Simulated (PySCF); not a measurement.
NMR data simulated for an unnamed compound:

1H NMR (400 MHz, computed): δ 7.09 (d, 1H), 6.89 (m, 1H), 5.46 (s, 1H), 5.06 (s, 3H), 4.12 (s, 3H), 3.94 (m, 1H).

13C{1H} NMR (computed): δ 166.1 (C), 160.5 (CH), 148.2 (CH), 120.0 (CH), 56.7 (CH), 39.1 (C).

Computational details: structure optimised with GFN2-xTB, NMR shieldings at PBE0/pcSseg-1/GIAO, in PySCF 2.14.0 with density-fitted response routines (no solvent model, relativity neglected, a single conformation, equivalent nuclei averaged).

Referencing at the same level of theory: 1H (σref 31.72) and 13C (σref 186.93) against TMS.

Which of these does the molecule contain: an amide, an ester, a ketone, a non-aromatic C=C double bond, a Si–H bond?

## Answers


- An amide: no.
- An ester: no.
- A ketone: no.
- A non-aromatic C=C double bond: yes.
- A Si–H bond: yes (δH 5.06 (s)).

The data belong to SMILES [SiH3]OC1=C[C@@]2([SiH3])C=C[C@@H]12, C6H10OSi2; they needn't prove each group on their own.

Carbon signals by region: 2 in the far downfield region (above 160 ppm), 2 in the sp2 and nitrile region (100–160 ppm), 1 at 50–100 ppm, 1 below 50 ppm. Above 160 ppm: 166.1, alkene carbon bearing oxygen, 160.5, alkene CH.

Shifts are as computed. Against solution values, carbons near 30 ppm lie about +3 ppm off and those near 130 ppm about +5 ppm. Of 1309 compounds with measured shifts, 239 miss one by over three times the rms of a fit or turn the order of signals round; such compounds aren't used in these exercises. Multiplicities follow the n + 1 count of equivalent neighbours, as no J values were calculated; m marks all less simple cases, F and P coupling included.
